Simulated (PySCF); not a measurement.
`[I][Ni-2]([I])([I])[I]` ([NiI4]2-) [triplet] (charge -2 and triplet state). Level of theory: PySCF, PBE0-D3(BJ)/def2-SVP geometry optimisation, gas phase, def2 core potentials past Kr.

```
atom  x, y, z in Å
Ni1    0.0714    0.0002   -0.0249
I2    -0.0847   -0.0261    2.6357
I3     2.6277    0.0160   -0.9298
I4    -1.3131    2.1335   -0.8202
I5    -1.3013   -2.1236   -0.8609
```

(1) Which two atoms are farthest apart?

(2) Work out the bond lengths Ni1–I2, Ni1–I3, Ni1–I4, Ni1–I5 in Å.

(3) How far apart are these pairs, which share no bond: I2···I4, I2···I5, I4···I5?

(4) What are the angles I2–Ni1–I4, I2–Ni1–I3, I3–Ni1–I5, I2–Ni1–I5, I4–Ni1–I5, I3–Ni1–I4?

(5) Write the matrix of distances between heavy atoms (Å, lower triangle).

Answers

(1) I2···I3, I3···I4 and I3···I5, 4.480 Å down to 4.474 Å.

(2) For Ni1–I2 the difference vector is (-0.1561, -0.0263, 2.6606) Å, of length 2.6653 Å. Ni1–I2 2.665; Ni1–I3 2.712; Ni1–I4 2.665; Ni1–I5 2.663 Å.

(3) I2···I4 4.256 Å (2 bonds apart); I2···I5 4.255 Å (2 bonds apart); I4···I5 4.257 Å (2 bonds apart).

(4) From the scalar product of the two bond vectors; for I2–Ni1–I4 it is -1.9560 Å² over 2.6653 × 2.6646 Å², cos θ = -0.2754. I2–Ni1–I4 106.0°; I2–Ni1–I3 112.9°; I3–Ni1–I5 112.7°; I2–Ni1–I5 106.0°; I4–Ni1–I5 106.1°; I3–Ni1–I4 112.7°.

(5) 
```
Ni1   0.000
I2    2.665  0.000
I3    2.712  4.480  0.000
I4    2.665  4.256  4.475  0.000
I5    2.663  4.255  4.474  4.257  0.000
```

The point group is C3v within 0.08 Å; differences among equivalent distances and angles are scatter left by the optimiser. No PBE0-D3(BJ)/def2-SVP frequencies stand behind this structure, so it isn't proved a minimum. ⟨S²⟩ = 2.003 (exact for a triplet: 2.00). Whether so highly charged an anion holds all its electrons in the gas phase wasn't checked; a finite basis holds them in any case. The ion is multiply charged and computed without counter-ions or solvent. The geometry's basis has no diffuse functions, a weakness for an anion.

Neither the SCF state along the optimisation nor the shape of the open-shell metal species was proved the lowest: other solutions of the same spin, or a structure of lower symmetry, can lie below.
